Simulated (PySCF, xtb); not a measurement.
C3H6F2Si, SMILES F/C(=C\C)[SiH2]F. The values are those of a single conformer.

Harmonic wavenumbers (cm⁻¹) from GFN2-xTB (xtb) at its own minimum, in rising order: 49, 120, 130, 164, 236, 289, 420, 436, 536, 557, 701, 726, 764, 819, 831, 998, 1024, 1074, 1145, 1267, 1398, 1467, 1473, 1680, 2329, 2348, 2998, 3013, 3053, 3091.

### Question
What does B3LYP-D3(BJ)/def2-SVP (PySCF) give at its own minimum? (An estimate is asked for; the answer gives what the named calculation found.)

### Answer
76, 120, 141, 163, 254, 314, 442, 469, 685, 712, 743, 855, 862, 928, 981, 984, 1048, 1066, 1176, 1308, 1391, 1452, 1460, 1734, 2255, 2256, 3026, 3087, 3144, 3175. Paired by order, the mean absolute difference is 54 cm⁻¹ and the zero-point energies are 50.2 and 51.9 kcal/mol.
